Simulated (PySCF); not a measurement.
BaF: mean field, correlation and small terms against distance

State: ²Σ⁺, doublet, unpaired electrons σ ↑. ROHF-based CCSD(T) in PySCF 2.14 with Ba cc-pwCVDZ-X2C, F aug-cc-pVDZ-DK and Ba cc-pwCVTZ-X2C, F aug-cc-pVTZ-DK (frozen core orbitals: 24; spin-free X2C with a Gaussian nucleus). Correlation energies are extrapolated as n⁻³ (n = 2, 3), Hartree–Fock as (n+1)·exp(−9√n). CV is the change on freezing 23 orbitals instead, in Ba cc-pwCVTZ-X2C, F cc-pCVTZ-DK. All energies in eV from Ba + F.

```csv
R (Å),HF/CBS,CCSD corr.,(T),CV,total
1.9020,-3.689,-1.310,-0.1158,-0.0084,-5.123
1.9885,-4.172,-1.273,-0.1154,-0.0075,-5.568
2.0749,-4.444,-1.239,-0.1142,-0.0068,-5.804
2.1614,-4.563,-1.208,-0.1126,-0.0062,-5.889
2.2478,-4.569,-1.181,-0.1110,-0.0057,-5.866
2.3559,-4.468,-1.153,-0.1093,-0.0053,-5.735
2.4639,-4.288,-1.131,-0.1079,-0.0049,-5.532
```

A fit to the total gives Re = 2.1825 Å, De = 5.892 eV, ωe = 462.0 cm⁻¹, Be = 0.2119 cm⁻¹ (masses 137.9052 and 18.9984 u).

At R = 2.1614 Å the CCSD correlation energy is -0.357072 hartree in the smaller basis and -0.483106 in the larger. Extrapolate it.

(3³·E3 − 2³·E2)/(3³ − 2³) = -0.53617 hartree; the larger basis holds 90.1 % of it.

The T1 diagnostic is 0.021. The state was picked by a PBE0 search and need not be the measured ground state. Spin–orbit coupling, excitations beyond (T) and corrections to the Born–Oppenheimer picture are left out, and spin–orbit coupling matters for open p, d or f shells this heavy.
